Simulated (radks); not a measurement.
Q: Excited configurations of the holmium ion Ho+: one electron is placed in a higher orbital outside [Xe] 4f11. The ground configuration is [Xe] 4f11 6s1. Calculated with a radial shooting solver on a logarithmic mesh with Libxc functionals: Dirac Kohn-Sham, PBEsol, spin-unpolarised, spherical densities, finite nucleus; open shells fill j = l - 1/2 first; Fermi nuclear charge, rms radius 5.2022 fm. Excitation = E - E(ground); binding = E(ion) - E, where the ion is the core of charge +2; n* = 2/sqrt(2 binding) in atomic units, and the quantum defect is n - n*.

| outer orbital | excitation (eV) | binding (eV) | n* | quantum defect | eigenvalue (eV) | <r> (bohr) |
|---|---|---|---|---|---|---|
| 5d3/2 | 2.154 | 9.540 | 2.388 | 2.612 | -5.792 | 2.906 |
| 6p1/2 | 3.233 | 8.461 | 2.536 | 3.464 | -6.350 | 4.556 |
| 6d3/2 | 6.994 | 4.700 | 3.403 | 2.597 | -3.513 | 7.506 |
| 6f5/2 | 9.370 | 2.324 | 4.839 | 1.161 | -1.768 | 15.07 |
| 7s1/2 | 6.142 | 5.552 | 3.131 | 3.869 | -4.384 | 7.616 |
| 7p1/2 | 7.216 | 4.478 | 3.486 | 3.514 | -3.492 | 9.014 |
| 7d3/2 | 8.809 | 2.885 | 4.343 | 2.657 | -2.250 | 13.23 |

Estimate the row for 5f5/2.

A: excitation (eV) 8.232; binding (eV) 3.462; n* 3.965; quantum defect 1.035; eigenvalue (eV) -2.467; <r> (bohr) 8.811. The Delta-SCF ionisation energy is 11.694 eV (NIST Atomic Spectra Database: 11.78 eV, semi-empirical). Self-interaction in the functional shifts the binding energies and quantum defects, so they are the method's values and not measured ones. Spin polarisation and multiplet splitting are left out, so open shells lie too high by an amount that depends on their filling.

Beside tabulated values, note that spin-unpolarised runs miss the spin-polarisation part of the exchange energy of open shells.
